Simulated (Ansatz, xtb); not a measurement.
Isomers of C3H4BNO in order of energy

3 gas-phase structures of C3H4BNO, from a drawn sample of its isomers (lower ones may exist). Each was relaxed with GFN2-xTB:

A. `B[C@@]1(C#N)CO1`, a singlet
B. `B[C@@H]1O[C@H]1C#N`, a singlet
C. `B[C@@H]1O[C@@H]1C#N`, a singlet

**Question.** Which do you expect lowest at r2SCAN-D4/def2-SVP, and how would the others follow?

**Answer.** Calculated order at r2SCAN-D4/def2-SVP: A (0.0), B (0.9), C (1.5) kcal/mol. Less than 1 kcal/mol parts A and B; B and C, so the order within those pairs means little.

Energies above the lowest of each column, in kcal/mol; the last columns are at PBE-D3(BJ)/def2-SVP geometries:

```
structure  GFN2-xTB  HF/STO-3G  r2SCAN-D4/def2-SVP  PBE-D3(BJ)/def2-SVP  CCSD(T)/def2-SVP + ΔMP2/def2-TZVPP
        A       0.0        0.0                 0.0                  0.0                                 0.0
        B       0.6        1.2                 0.9                  0.6                                 1.3
        C       1.0        1.6                 1.5                  1.6                                 1.9
```

Every level run on A puts it lowest or level with the lowest. Flexible structures stand in one conformer each, not always the lowest. ΔMP2 is the change of the MP2 energy from the smaller to the larger basis.

Programs: Ansatz 0.2.0, xtb 6.7.1.
